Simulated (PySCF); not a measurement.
Excitation energy of V⁺ by level of theory

V⁺ [Ar] 3d4 (5D) → V⁺ [Ar] 3d3 4p1 (high-spin determinant), as a difference of total energies. Calculation: PySCF 2.14, in def2-QZVPPD (11s6p5d3f2g, 93 functions); no relativity, point nucleus. Correlated levels: valence: [Ar] frozen. The calculations carry no spin-orbit coupling.

| method | excitation energy (eV) |
| --- | --- |
| UHF | 3.583 |
| MP2 (valence) | 4.170 |
| SCS-MP2 (valence) | 3.779 |
| CCSD (valence) | 4.168 |
| CCSD(T) (valence) | 4.174 |

**Question.** How much does correlation contribute at CCSD(T) (valence)?

**Answer.** 4.174 − (3.583) = 0.591 eV, measured against UHF.

The determinant of the upper state mixes LS terms, which raises its energy above the lowest term, most at the Hartree-Fock and MP2 levels.
